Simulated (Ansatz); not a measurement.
Cost and result up the ladder for VO(OH)3 (VO4H3) (8 atoms). Total charge 0; singlet. Geometry: PBE0-D4/def2-SVP.

```xyz
8

V     0.002   -0.005   -0.004
O     0.536   -1.223   -0.793
O     0.873    1.429   -0.505
H     1.565    1.392   -1.175
O     0.247   -0.282    1.708
H     0.658   -1.090    2.037
O    -1.706    0.188   -0.337
H    -2.177   -0.408   -0.930
```

Ansatz on 4 threads of Arm Neoverse N1 on a shared host. Times are rough, and most runs start from the orbitals of an earlier one. ωB97M-V/def2-TZVP serves as the yardstick here, not as an exact answer. Differences are given only for rows in sets of like size (and for xTB, whose basis is part of the method), since another set adds its own error. Binding counts from free atoms at the same level (V quartet, O triplet, H doublet; other spins of the atoms weren't run), without zero-point energy or a counterpoise term.

Correlated methods freeze 9 core orbitals; core or outer-core shells of V are correlated, in sets that lack core-valence functions.

Correlated methods converge slowly with the basis.

```csv
level,functions,wall time
HF/STO-3G,41,0.3 s
PBE0-D4/def2-SVP,102,2.1 s
CAM-B3LYP-D4/def2-TZVP,187,4.6 s
B97M-V/def2-TZVP,187,11 s
ωB97X-V/def2-TZVP,187,12 s
ωB97M-V/def2-TZVP,187,13 s
CCSD(T)/def2-TZVP,187,2.6 min
```

Task: Estimate what each level gives for the binding energy per atom (eV).

Result: 
```
                 level  binding energy per atom (eV)  difference from ωB97M-V/def2-TZVP (eV)                         remarks
             HF/STO-3G                          2.88                                       –                               –
      PBE0-D4/def2-SVP                          4.17                                       –                               –
CAM-B3LYP-D4/def2-TZVP                          4.19                                    0.05                               –
      B97M-V/def2-TZVP                          4.28                                    0.13                               –
     ωB97X-V/def2-TZVP                          4.18                                    0.04                               –
     ωB97M-V/def2-TZVP                          4.15                                    0.00                               –
     CCSD(T)/def2-TZVP                          4.09                                   -0.05  test for broken spin undecided
```
